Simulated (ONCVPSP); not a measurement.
## Before and after: ONCV potential for oxygen (O)

O, optimised norm-conserving Vanderbilt (ONCV), made with ONCVPSP 4.0.1 (LDA (Perdew-Wang 92), scalar-relativistic). Core [He], reference 2s2 2p4. Waves: 2s: rc 1.00 bohr, ncon 3, nbas 6, qcut 7 1/bohr, 2 projectors, debl 1 Ha; 2p: rc 2.15 bohr, ncon 4, nbas 7, qcut 5.9 1/bohr, 2 projectors, debl 1.2 Ha; d scattering state at 0.02 Ha: rc 2.00 bohr, ncon 5, nbas 8, qcut 4.7 1/bohr, 2 projectors, debl 3.5 Ha. Local part: polynomial inside 0.95 bohr (lpopt 5, dvloc0 4 Ha). Core correction: Teter function, fcfact 2.75, rcfact 1.15.

Change: p: qcut 9.

Cutoffs: the cutoffs (Ha) at which the residual kinetic energy of the hardest occupied pseudo-wave falls to 1 and 0.1 mHa per electron; they do not see the model core or the augmentation charge, which bear on the density cutoff. Errors are all-electron minus pseudo energies relative to the spin-unpolarised reference configuration.

Question: What does the change do?

Answer: The potential gets neither clearly harder nor softer (27 Ha and 91 Ha → 27 Ha and 91 Ha); the s channel sets the loose cutoff, while the largest relative change is in p, which becomes harder; of the 4 tests that both files solve, the error grows in 0 and shrinks in 4 by more than 15 % and 0.3 meV (median size 696.5 → 385.7 meV); neither file shows a bound ghost.

```tsv
quantity	base	changed
cutoff, loose	27 Ha	27 Ha
cutoff, tight	91 Ha	91 Ha
loose cutoff by channel	s 27 Ha, p 14 Ha	s 27 Ha, p 20 Ha
bound ghosts	none	none
GHOST(+) flags under 300 eV	none	none
error for 2s2 2p3, meV [ΔE 16.58 eV]	+179	+94
error for 2s2 2p2, meV [ΔE 50.30 eV]	+1214	+678
error for 2s2 2p1, meV [ΔE 104.27 eV]	+4054	+2384
error for 2s2 2p3.5, meV [ΔE 6.37 eV]	+32	+16
s: phases at 1.01 bohr within 0.05 rad from the reference energy up to (Ha; the scan ends near 5)	to the end of the scan	to the end of the scan
p: phases at 2.18 bohr within 0.05 rad from the reference energy up to (Ha; the scan ends near 5)	4.3	4.5
d: phases at 2.03 bohr within 0.05 rad from the reference energy up to (Ha; the scan ends near 5)	to the end of the scan	to the end of the scan
rms error of d²Exc/dni dnj with the model core, mHa	0.80	1.48
```
